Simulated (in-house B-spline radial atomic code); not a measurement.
Computed with a B-spline radial atomic code. Model: two electrons, singlet ground state, non-relativistic, full CI in B-splines with partial waves to l = 8 (at full coupling up to 3e-4 hartree above the limit, correlation up to 0.6 % small), density held at that of full coupling by Lieb maximisation.

W(λ) is the mean repulsion in the state of coupling λ less the Hartree energy of the fixed density. Its start is exact exchange, its initial slope is twice the second-order Görling-Levy correlation energy, and its area from 0 to 1 is E_xc. A straight curve means weak, dynamic correlation, and a curve that drops fast and flattens means strong correlation.

Command:
```bash
python run_ac.py task.json out
```
Settings (lengths in bohr, energies in hartree):
```
potential              yukawa
strength               2.35
lmax                   8
second                 0.508
```

Cost of the run: 37 s on 1 thread of Intel(R) Xeon(R) Processor @ 2.30GHz, on a shared host.

**W = mean repulsion less Hartree energy, and W of three functionals.**

Given: confinement screened point charge; nuclear charge 2.35; screening of the nucleus 0.508 1/bohr; external potential -Z exp(-k r)/r.

Computed: PBE exchange minus exact 9.556 millihartree; SCAN exchange minus exact -7.943 millihartree.

| coupling | W xc (hartree) | W xc minus exchange (millihartree) | kinetic minus Kohn-Sham (millihartree) | LDA (PW92) W minus its exchange (millihartree) | PBE W minus its exchange (millihartree) | SCAN W minus its exchange (millihartree) |
| --- | --- | --- | --- | --- | --- | --- |
| 0 | -1.1707 | 0 | 0 | 0 | 0 | 0 |
| 0.02 | -1.1727 | -1.951 | 0.02 | -12.16 | -1.72 | -1.82 |
| 0.05 | -1.1756 | -4.847 | 0.12 | -24.95 | -4.34 | -4.48 |
| 0.12 | -1.1822 | -11.474 | 0.68 | -47.93 | -10.49 | -10.49 |
| 0.25 | ? | ? | ? | ? | ? | ? |
| 0.4 | -1.207 | -36.259 | 7.07 | -109.5 | -34.43 | -32.46 |
| 0.6 | ? | ? | ? | ? | ? | ? |
| 0.8 | -1.2382 | -67.474 | 25.64 | -167.99 | -65.57 | -59.68 |
| 1 | -1.2522 | -81.494 | 38.24 | -191.09 | -79.76 | -71.87 |
| 1.4 | -1.2776 | -106.84 | 68.54 | -229.91 | -105.68 | -93.97 |
| 2 | -1.31 | -139.24 | 123.32 | -276.02 | -139.35 | -122.55 |
| 3 | -1.3527 | -181.98 | 229.19 | -333.64 | -184.99 | -161.22 |
| 4.5 | -1.3992 | -228.44 | 401.3 | -394.99 | -236.89 | -205.06 |
| 7 | -1.4498 | -279.03 | 687.04 | -463.26 | -297.53 | -255.47 |
| 10 | -1.4878 | -317.01 | 1005.6 | -517.36 | -347.11 | -295.1 |

(1) What belongs in the row 0.25?

(2) What belongs in the row 0.6?

(3) What is the LDA exchange minus exact?

**Energy parts, natural occupations and partial-wave weights.**

Computed: total energy -2.2236 hartree; exchange energy -1.1707 hartree; correlation energy -0.043249 hartree; kinetic part of the DFT correlation energy 0.038245 hartree; initial slope twice GL2 -0.097912 hartree; Kohn-Sham kinetic 3.8099 hartree; Lieb Oxford ratio E_xc over LDA exchange 1.2006.

```tsv
natural	occupation of the shell (electrons)
s	1.9868
s	0.0067164
p	?
d	0.00025748
p	0.00020835
s	0.00012107
```

(4) What belongs in the row p?

```json
{"wave": "s", "weight": "0.9968"}
{"wave": "p", "weight": "?"}
{"wave": "d", "weight": "0.00014498"}
{"wave": "f", "weight": "2.0098e-05"}
{"wave": "g", "weight": "4.6241e-06"}
```

(5) What belongs in the row p?

(6) What is the kinetic part over minus potential part?

(7) What is the Hartree energy?

Answers

(1) W xc (hartree): -1.1941; W xc minus exchange (millihartree): -23.312; kinetic minus Kohn-Sham (millihartree): 2.87; LDA (PW92) W minus its exchange (millihartree): -80.21; PBE W minus its exchange (millihartree): -21.79; SCAN W minus its exchange (millihartree): -21.05.

(2) W xc (hartree): -1.2232; W xc minus exchange (millihartree): -52.432; kinetic minus Kohn-Sham (millihartree): 15.13; LDA (PW92) W minus its exchange (millihartree): -141.34; PBE W minus its exchange (millihartree): -50.47; SCAN W minus its exchange (millihartree): -46.59.

(3) 159.59 millihartree.

(4) occupation of the shell (electrons): 0.0058187.

(5) weight: 0.003024.

(6) 0.4693.

(7) 2.3415 hartree.

Half-way to full coupling W has made 54 % of its drop, against 50 % for a straight line, and second-order (GL2) theory, half the initial slope, overshoots the correlation energy by about 13 %: a moderate bend, as in light atoms. Over couplings 0 to 1 the errors in E_xc come to about +85 millihartree for LDA, +11 millihartree for PBE, -3.2 millihartree for SCAN, so SCAN is nearest. In LDA and SCAN the errors of exchange and correlation have opposite signs, so the sum is smaller than the larger of the two.
